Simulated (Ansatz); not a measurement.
Basis-set series for C3H9Cl3SiSn, SMILES `C[Si](C)(C)[Sn]([Cl])([Cl])[Cl]`. The species carries charge 0 and has multiplicity 1. Sn: def2 effective core potential. Geometry: relaxed with PBE0-D4/def2-TZVP. It is one conformer, not always the lowest.

| functional | basis | functions | energy (Eh) | HOMO (eV) | LUMO (eV) |
| --- | --- | --- | --- | --- | --- |
| PBE0-D4 | def2-TZVPP | 437 | -2003.73674 | -7.98 | -1.58 |
| PBE0-D4 | def2-QZVPP | 803 | -2003.79609 | -8.00 | -1.63 |
| ωB97M-V | def2-TZVPP | 437 | -2004.22875 | -9.93 | 0.38 |
| ωB97M-V | def2-QZVPP | 803 | -2004.28553 | -9.96 | 0.27 |

Problem. Give the rows for def2-SVP. (An estimate is asked.)

Solution. Computed: 
```csv
functional,basis,functions,energy (Eh),HOMO (eV),LUMO (eV)
PBE0-D4,def2-SVP,185,-2003.01542,-7.87,-1.43
ωB97M-V,def2-SVP,185,-2003.50239,-9.79,0.61
```

Positive LUMOs are unbound and depend on the basis.
